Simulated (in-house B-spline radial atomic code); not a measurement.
# Solving the quasi-particle equation for 3s of the chlorine ion Cl⁵⁺

Configuration [Ne] 3s2, start Hartree-Fock. Computed with an all-electron radial atomic-structure program (B-spline basis): all electrons, non-relativistic, point nucleus, each spin shell either full or empty, empty states to l = 9 with an (l + 1/2)⁻⁴ tail; G0W0 by contour deformation at full frequency.

At the mean-field level ε = -94.867 eV the matrix elements are Σx = -22.709 eV, v_xc = -22.709 eV and Σc(ε) = -1.971 eV, and the slope of the correlation self-energy is dΣc/dω = -0.0262. The quasi-particle energy solves E = ε + Σx − v_xc + Σc(E).

What does the linearised equation give?

Z = 1/(1 − dΣc/dω) = 1/1.0262 = 0.9745. The first-order shift is Σx − v_xc + Σc(ε) = -22.709 − (-22.709) + (-1.971) = -1.971 eV, so E ≈ ε + Z × shift = -94.867 + 0.9745 × (-1.971) = -96.788 eV.

How does that compare with the full solution and with static screening?

Solving the equation at full frequency dependence gives E = -96.789 eV, where Σc = -1.921 eV and the weight is 0.975; the linearised value is off by 1 meV. Leaving Z out would give -96.838 eV. Static COHSEX puts -3.894 eV in place of Σc and gives -98.761 eV, 1.97 eV deeper.
